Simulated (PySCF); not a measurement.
**Molecular orbitals of GeH**

UHF at R = 1.604 Å; PySCF, no relativity, basis sets Ge pcseg-1, H pcseg-1. State: ²Π (doublet), unpaired electrons π ↑. Only the outer orbitals are listed, counted within each symmetry.

```
spin  orbital  occ.  ε (eV)  on Ge (%)           main shells (%)
   α       1δ     1  -45.39        100                  100 Ge d
   α       1δ     1  -45.33        100                  100 Ge d
   α       3π     1  -45.22        100                  100 Ge d
   α       6σ     1  -45.09        100                  100 Ge d
   α       3π     1  -45.03        100                  100 Ge d
   α       7σ     1  -17.96         81           78 Ge s, 18 H s
   α       8σ     1  -10.38         69  47 Ge p, 31 H s, 19 Ge s
   α       4π     1   -7.85        100                  100 Ge p
   α       4π     0   -0.06        100                  100 Ge p
   α       9σ     0    4.33         54           56 Ge p, 46 H s
   α      10σ     0    8.72         94          77 Ge s, 13 Ge d
   β       1δ     1  -45.33        100                  100 Ge d
   β       3π     1  -45.21        100                  100 Ge d
   β       1δ     1  -45.19        100                  100 Ge d
   β       6σ     1  -44.95        100                  100 Ge d
   β       3π     1  -44.88        100                  100 Ge d
   β       7σ     1  -16.41         71           66 Ge s, 28 H s
   β       8σ     1   -9.86         74  44 Ge p, 28 Ge s, 26 H s
   β       4π     0    0.35        100                  100 Ge p
   β       4π     0    1.55        100                  100 Ge p
   β       9σ     0    4.66         58           55 Ge p, 42 H s
```

Task: Which are the highest filled and the lowest empty level, where do they sit, and how wide is the gap?

Result: Highest filled α 4π at -7.85 eV (in %: 100 Ge p); lowest empty α 4π at -0.06 eV (in %: 100 Ge p); the gap at UHF is 7.79 eV. Both belong to one degenerate shell, split only by its one-sided filling, so this is no excitation gap.

| Property | Result |
| --- | --- |
| bond order (Mayer) | 0.94 |
| ⟨S²⟩ | 0.762 |
| charge on Ge (Mulliken, basis-dependent) | 0.05 |
| charge on Ge (Löwdin, basis-dependent) | 0.09 |
| dipole moment (positive dipole means Ge(−)H(+)) | 0.05 D |
| polarisability along the bond | 37.0 bohr³ |
| polarisability across the bond | 25.3 bohr³ |

Spin–orbit coupling is left out. The state was picked by a PBE0 search and need not be the measured ground state.
